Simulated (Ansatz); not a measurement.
Saddle point of GaH4O2F, closed shell (GaH₃O₂ ([OH][GaH][OH]) + HF → GaH₂O₂F ([OH][Ga]([OH])[F]) + H₂; bonds formed: Ga1–F6, H2–H5; bonds broken: Ga1–H2, H5–F6), PBE0-D4/def2-TZVP structure:

```
8
angstrom
Ga -0.2423 -0.1277 -0.1891
H 1.3149 -0.6587 0.4751
O -0.2403 0.2122 -1.9220
O -1.6665 -0.8134 0.5981
H 1.2409 0.3085 0.8281
F 0.6259 1.3117 0.8898
H 0.5556 0.6491 -2.2313
H -1.5880 -0.8819 1.5516
```

Energies are electronic, without zero-point energy. Barriers and step energies count from the start structure reached by relaxing down the imaginary mode; all methods use the PBE0-D4 structures, on which another method's saddle can fall below an end. Ansatz 0.2.0; basis: def2-TZVPP, with def2-QZVPP for the basis limit; cores frozen in the correlated methods. Filled d shells of the heavier atoms are correlated. The def2 sets are not built for correlating such inner shells, so the correlated values are less sure here. B3LYP uses VWN-RPA correlation. Extrapolation: Hartree–Fock as exp(−7.88 √X), correlation as X^−2.97.

```json
{"method": "SPW92", "barrier (kJ/mol)": "24.4", "step energy (kJ/mol)": "-37.3"}
{"method": "PBE-D4", "barrier (kJ/mol)": "43.5", "step energy (kJ/mol)": "-48.4"}
{"method": "BLYP-D4", "barrier (kJ/mol)": "?", "step energy (kJ/mol)": "-55.4"}
{"method": "r2SCAN-D4", "barrier (kJ/mol)": "47.4", "step energy (kJ/mol)": "-54.1"}
{"method": "B97M-V", "barrier (kJ/mol)": "62.4", "step energy (kJ/mol)": "-44.8"}
{"method": "PBE0-D4", "barrier (kJ/mol)": "56.2", "step energy (kJ/mol)": "-45.7"}
{"method": "B3LYP-D4", "barrier (kJ/mol)": "61.2", "step energy (kJ/mol)": "-52.0"}
{"method": "r2SCAN0-D4", "barrier (kJ/mol)": "58.1", "step energy (kJ/mol)": "-50.4"}
{"method": "BHLYP-D4", "barrier (kJ/mol)": "?", "step energy (kJ/mol)": "-50.7"}
{"method": "CAM-B3LYP-D4", "barrier (kJ/mol)": "61.4", "step energy (kJ/mol)": "-50.5"}
{"method": "wB97X-V", "barrier (kJ/mol)": "62.8", "step energy (kJ/mol)": "-52.4"}
{"method": "wB97M-V", "barrier (kJ/mol)": "65.2", "step energy (kJ/mol)": "-47.7"}
{"method": "B2PLYP", "barrier (kJ/mol)": "62.9", "step energy (kJ/mol)": "-54.6"}
{"method": "PBE-QIDH", "barrier (kJ/mol)": "62.4", "step energy (kJ/mol)": "-50.0"}
{"method": "RPA on PBE", "barrier (kJ/mol)": "66.0", "step energy (kJ/mol)": "-51.0"}
{"method": "HF", "barrier (kJ/mol)": "105.2", "step energy (kJ/mol)": "-53.7"}
{"method": "MP2", "barrier (kJ/mol)": "?", "step energy (kJ/mol)": "-56.4"}
{"method": "CCSD", "barrier (kJ/mol)": "74.4", "step energy (kJ/mol)": "-50.6"}
{"method": "CCSD(T)", "barrier (kJ/mol)": "66.7", "step energy (kJ/mol)": "-52.0"}
```

(1) Fill in the withheld barriers. (Judge from chemistry; the value comes from the calculation.)

No T1 diagnostic of these runs exceeds 0.015.

## Answers

(1) Computed: BHLYP-D4 74.5; BLYP-D4 52.5; MP2 62.7 kJ/mol. Each is the energy of the saddle less that of the start structure, by the same method.

For comparison, the barrier by CCSD(T) at an estimated basis limit (MP2 extrapolated from triple and quadruple zeta, plus CCSD(T) − MP2 in triple zeta) is 70.8 kJ/mol.

Labels in which every atom is bracketed show which atoms are joined, not bond orders.

For scale, one of the runs: CCSD(T)/def2-TZVPP, 197 basis functions (an equivalent command: `ansatz run in.yaml --threads 4`). Hardware: 4 CPU threads, shared host. Wall time 92 s; peak host memory 2.5 GiB.
